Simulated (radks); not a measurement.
Results of a calculation; reference values are marked as such.
Problem. Zn+, configuration [Ar] 3d10 4s1. Level of theory: non-relativistic Kohn-Sham, exchange-only B88, spin-polarised, spherical densities, point nucleus; open shells are filled with parallel spins first (a radial shooting solver on a logarithmic mesh with Libxc functionals). Some entries of the table are withheld. Estimate them.

orbital,occ.,eigenvalue (eV),r(max) (bohr),<r> (bohr)
1s up,1,-9416.401,0.03371,0.05110
1s down,1,-9416.359,0.03371,0.05111
2s down,1,-1140.751,0.1925,0.2298
2s up,1,-1140.721,0.1925,0.2298
2p down,3,-1006.659,0.1534,0.1997
2p up,3,-1006.646,0.1534,0.1997
3s down,1,-133.2807,0.5967,0.6918
3s up,1,-133.2705,0.5967,0.6923
3p up,3,-90.7253,(1),0.7190
3p down,3,-90.7121,(2),0.7178
3d up,5,-19.0719,0.5647,0.9050
3d down,5,-18.8469,0.5636,0.8854
4s up,1,-13.7569,2.040,2.451
4s down,0,-12.0365,2.010,2.465

Solution. 
(1) 3p up r(max) (bohr): 0.5957
(2) 3p down r(max) (bohr): 0.5957
